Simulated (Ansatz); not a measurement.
A nudged elastic band was laid between two geometries of BClFH4N (8 atoms, charge 0, multiplicity 1).

Theory: RKS PBE-D4/def2-SVP in Ansatz.

- movable images: 7
- climbing image: yes
- spring: 5.0 eV/Å²
- optimiser: quadratic models (default)
- start path: through a guess of the saddle point
- force threshold: 0.03 eV/Å
- iteration limit: 60
- end points: relaxed

Initial state:

```xyz
8
Properties=species:S:1:pos:R:3
B 0.007 -0.163 0.160
F 0.222 0.652 1.255
H 0.952 -0.276 -0.616
Cl -1.614 0.162 -0.701
N -0.235 -1.670 0.811
H -0.398 -2.362 0.065
H 0.572 -1.974 1.379
H -1.076 -1.649 1.410
```

Final state:

```xyz
8
Properties=species:S:1:pos:R:3
B -0.021 -0.620 -0.364
F -0.437 0.314 2.269
H 1.034 -0.046 -0.504
Cl -1.465 -0.057 -1.208
N -0.106 -1.767 0.463
H -0.940 -2.360 0.482
H 0.738 -2.226 0.810
H -0.374 -0.518 1.815
```

Problem. Which bonds break or form, and what moves?

Solution. Bonds broken: B1–F2, N5–H8. Bonds formed: F2–H8. BClFH4N becomes BClH3N + FH.

Problem. What energy profile does the band end with?

Solution. The run converged. The highest image is number 6 of 0 to 8, 1.37 eV above the first end and 0.28 eV above the last; the last end lies 1.09 eV above the first. A vibrational analysis at the climbing image gives one clearly imaginary mode, 469i cm⁻¹: a first-order saddle point. The orbitals stay closed-shell, which can raise the energy where a bond breaks towards radicals; this wasn't checked here.

```csv
image,path coordinate (Å),energy (eV),B1–F2 (Å),N5–H8 (Å),F2–H8 (Å)
0,0.00,0.00,1.38,1.03,2.65
1,0.41,0.01,1.38,1.03,2.53
2,0.83,0.03,1.38,1.03,2.42
3,1.24,0.04,1.38,1.03,2.35
4,1.66,0.16,1.41,1.04,1.94
5,2.07,0.79,1.55,1.13,1.43
6,2.48,1.37,1.85,1.46,1.06
7,2.94,1.17,2.37,1.75,0.96
8,3.40,1.09,2.82,1.86,0.95
```

Problem. What is the geometry of the highest image?

Solution. 
```xyz
8
Properties=species:S:1:pos:R:3:forces:R:3
B -0.056 -0.441 -0.034 -0.01 0.00 0.00
F -0.356 0.336 1.613 0.00 0.00 0.00
H 1.040 -0.016 -0.322 0.00 0.00 0.00
Cl -1.459 -0.010 -1.056 0.00 0.00 0.00
N -0.149 -1.759 0.681 0.02 -0.01 0.01
H -0.950 -2.354 0.443 -0.01 0.01 0.00
H 0.712 -2.310 0.749 0.00 0.00 0.00
H -0.352 -0.725 1.689 0.00 0.00 0.00
```

Problem. What are the harmonic wavenumbers there?

Solution. 469i, 224, 310, 414, 503, 691, 721, 867, 908, 968, 1088, 1162, 1229, 1516, 2073, 2609, 3463, 3561 cm⁻¹.

The run took 3.5 min on 1 thread of Arm Neoverse V1 (shared host), peak memory 0.11 GiB.
